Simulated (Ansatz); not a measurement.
Ligand exchange on a metal centre used in film growth or etching (Zn NH2-H). All species are isolated molecules in the gas phase. One relaxed conformer stands for each flexible species; it need not be the lowest.

Quantity: redistribution energy (mixed species minus the weighted end members), in kcal/mol.

Case: 1 of 2 NH2 replaced by H: [Zn(NH2)(H)]. The other species in the difference include [Zn(NH2)2] (neutral, multiplicity 1). Geometry of [Zn(NH2)(H)] (neutral, multiplicity 1, Å):

```xyz
5

Zn     0.0527    -0.0560    -0.0239
N     -0.5862    -0.4515     1.6437
H      0.1184    -0.5691     2.3829
H     -1.2071    -1.2681     1.7094
H      0.5154     0.4025    -1.4101
```

Question: Estimate the redistribution energy (mixed species minus the weighted end members) that frozen-core MP2/def2-TZVPP // PBE-D3(BJ)/def2-SVP (Ansatz, a quantum-chemistry and plane-wave program) returns for this input.

Answer: -1.34 kcal/mol.
